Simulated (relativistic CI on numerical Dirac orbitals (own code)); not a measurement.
## Radial parameters of Er58+

These numbers are calculated, not measured: Dirac-Coulomb-Breit CI, separate exchange-only KLI orbitals for each configuration, a model potential for QED, unscaled Slater integrals (own radial code, finite nucleus).

Slater integrals F^k, G^k are unscaled and averaged over j, outside the closed core 1s2; ζ comes from projecting the Hamiltonian with its Breit term on Σ l·s of the shell.

- 2s2 2p5 3s: ζ(2p) = 5.0549e+06, G^1(2p,3s) = 134900 cm⁻¹; <r>(2p) = 0.0743, <r^2>(2p) = 0.006732, <r>(3s) = 0.2008, <r^2>(3s) = 0.04604 (bohr units).
- 2s2 2p5 3p: ζ(2p) = 5.0536e+06, F^2(2p,3p) = 354170, G^0(2p,3p) = 141440, G^2(2p,3p) = 154960, ζ(3p) = 1.3836e+06 cm⁻¹; <r>(2p) = 0.07433, <r^2>(2p) = 0.006739, <r>(3p) = 0.195, <r^2>(3p) = 0.04402 (bohr units).
- 2s2 2p5 3d: ζ(2p) = 5.0576e+06, F^2(2p,3d) = 463860, G^1(2p,3d) = 439850, G^3(2p,3d) = 254480, ζ(3d) = 196230 cm⁻¹; <r>(2p) = 0.07434, <r^2>(2p) = 0.00674, <r>(3d) = 0.171, <r^2>(3d) = 0.03359 (bohr units).

Averages of the first 10 configurations, taken without configuration mixing, which lowers the lowest level and can move excited configurations by several eV; other configurations of the list can lie among them:

```json
{"Configuration": "2s2 2p6", "Parity": "even", "States": "1", "Average energy above the lowest level (eV)": "0.3"}
{"Configuration": "2s2 2p5 3s", "Parity": "odd", "States": "12", "Average energy above the lowest level (eV)": "7261.5"}
{"Configuration": "2s2 2p5 3p", "Parity": "even", "States": "36", "Average energy above the lowest level (eV)": "7564.4"}
{"Configuration": "2s2 2p5 3d", "Parity": "odd", "States": "60", "Average energy above the lowest level (eV)": "7837.7"}
{"Configuration": "2s 2p6 3s", "Parity": "even", "States": "4", "Average energy above the lowest level (eV)": "8321.0"}
{"Configuration": "2s 2p6 3p", "Parity": "odd", "States": "12", "Average energy above the lowest level (eV)": "8618.9"}
{"Configuration": "2s 2p6 3d", "Parity": "even", "States": "20", "Average energy above the lowest level (eV)": "8892.0"}
{"Configuration": "2s2 2p5 4s", "Parity": "odd", "States": "12", "Average energy above the lowest level (eV)": "9973.3"}
{"Configuration": "2s2 2p5 4p", "Parity": "even", "States": "36", "Average energy above the lowest level (eV)": "10097.9"}
{"Configuration": "2s2 2p5 4d", "Parity": "odd", "States": "60", "Average energy above the lowest level (eV)": "10206.3"}
```
